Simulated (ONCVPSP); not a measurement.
**Transferability test, ONCV potential for Au**

- Element: Au
- Generator: ONCVPSP 4.0.1
- Type: optimised norm-conserving Vanderbilt (ONCV)
- Functional: PBE
- Relativity: scalar-relativistic
- Frozen core: [Xe] 4f14
- Valence charge: 11
- Reference configuration: 5d10 6s1
- Partial waves: 6s: rc 2.35 bohr, ncon 4, nbas 9, qcut 2.7 1/bohr, 3 projectors, debl 0.9 Ha; p scattering state at 0.06 Ha: rc 2.15 bohr, ncon 4, nbas 7, qcut 3.6 1/bohr, 3 projectors, debl 2.5 Ha; 5d: rc 2.10 bohr, ncon 3, nbas 7, qcut 6.3 1/bohr, 2 projectors, debl 2 Ha
- Local potential: polynomial inside 1.65 bohr (lpopt 5, dvloc0 0 Ha)
- Core correction: Teter function, fcfact 2, rcfact 1.65

Energies are relative to the spin-unpolarised reference configuration 5d10 6s1; without spin polarisation the order of configurations can differ from experiment.

Problem. Give the all-electron excitation energy and the error of the potential for: 5d10 6s0; 5d9 6s0; 5d8 6s0; 5d9 6s1.

Solution.

| valence configuration | charge | ΔE all-electron (eV) | error AE − PS (meV) |
| --- | --- | --- | --- |
| 5d10 6s0 | +1 | 9.409 | -25 |
| 5d9 6s0 | +2 | 30.617 | -96 |
| 5d8 6s0 | +3 | 64.496 | -297 |
| 5d9 6s1 | +1 | 12.124 | -23 |

Levels in the configuration 5d10 6s0:

```
level  all-electron (eV)  pseudo (eV)
   5d            -15.328      -15.355
```

Note: ghosts flagged at negative energy: p at -58.2 eV; GHOST(+) flagged for s at 24.7 eV. A true bound ghost makes a file unfit for plane-wave use.
